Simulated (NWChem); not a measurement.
System: C3H7NSi; SMILES C=C=C(N)[SiH3]

```xyz
12

C     -0.6875    -2.4065     0.0195
C     -0.1034    -1.2337    -0.0260
C      0.4448    -0.0331    -0.0320
N      1.8147     0.2401     0.0732
Si    -0.7280     1.4430     0.0119
H     -0.9512    -2.9549    -0.8936
H     -0.9372    -2.8898     0.9728
H      2.4131    -0.5684    -0.0656
H      2.1237     1.0176    -0.5016
H     -0.7173     2.0934     1.3579
H     -0.2575     2.4590    -0.9850
H     -2.1077     1.0006    -0.3324
```
Atoms are numbered in this order, from 1.

All runs: NWChem. Coordinates come from a PBE0/def2-SVP optimisation. Not confirmed as a minimum by frequencies.

For level LRC-wPBEh/def2-SVP:

highest occupied level (eV): -7.87
orbital gap (eV): 9.65

### Question
Estimate the same quantities for level B97-D/def2-SVP.

### Answer
- highest occupied level (eV) = -4.83
- orbital gap (eV) = 4.10
